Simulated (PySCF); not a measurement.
Job for PySCF: R-B3LYP/LANL2DZ on H2OPb (SMILES [OH][PbH]), a point of a bond scan (R = 2.067 Å).

```python
from pyscf import gto, scf, dft, mp
from pyscf.data.elements import chemcore

mol = gto.M(
    atom='''
    Pb   -0.12011852   -0.10155163    0.14050756
    H    -1.62303354    0.03364043   -1.27156185
    O     1.29889476    0.89352213   -1.05799410
    H     0.94496580    1.15770660   -1.91447494
    ''',
    basis='lanl2dz',
    ecp={'Pb': 'lanl2dz'},
    charge=0, spin=0, verbose=3, max_memory=1800)
mf = dft.RKS(mol, xc='b3lyp')
mf.conv_tol = 1e-8
mf.max_cycle = 100
mf.kernel()
if not mf.converged:
    mf = mf.newton().run(mf.mo_coeff, mf.mo_occ)
```

**Question.** Predict the final total energy.

**Answer.** -79.8877 hartree.
